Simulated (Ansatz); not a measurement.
C₂H₆AlFO, SMILES `[CH3][Al]([F])[CH2]O`, relaxed with RKS PBE0-D4/def2-TZVP in the Gaussian-basis code of Ansatz from a PBE-D4/def2-SVP geometry. The force threshold is 0.005 eV/Å; the program also tests the step.

The species carries charge 0 and has multiplicity 1.

Start:

```xyz
11

C    -0.252   -0.821    1.634
Al    0.173    0.726    0.515
F     0.590    2.181    1.265
C     0.119    0.681   -1.473
O    -0.372   -0.579   -1.965
H     0.604   -1.113    2.278
H    -0.541   -1.697    1.018
H    -1.099   -0.593    2.315
H    -0.621    1.451   -1.795
H     1.068    0.999   -1.972
H     0.333   -1.235   -1.820
```

Task: How much energy does the relaxation release, and in how many steps? (Best estimate.)

Result: Ansatz gave: 5.59 kJ/mol, in 48 steps, 9 of them rejected.

Task: Which bonds change most? (Estimate.)

Result: The calculation gave: Al2–F3 from 1.689 to 1.657 Å; C4–H9 from 1.115 to 1.096 Å; C4–H10 from 1.119 to 1.100 Å; C1–H8 from 1.111 to 1.092 Å.

Task: Give the relaxed structure. (Estimate.)

Result: Computed: 
```xyz
11

C    -0.255   -0.815    1.606
Al    0.013    0.761    0.503
F     0.102    2.251    1.223
C     0.196    0.686   -1.459
O    -0.209   -0.582   -1.994
H     0.646   -1.438    1.629
H    -1.060   -1.441    1.209
H    -0.500   -0.555    2.638
H    -0.482    1.424   -1.902
H     1.193    0.973   -1.825
H     0.356   -1.265   -1.628
```
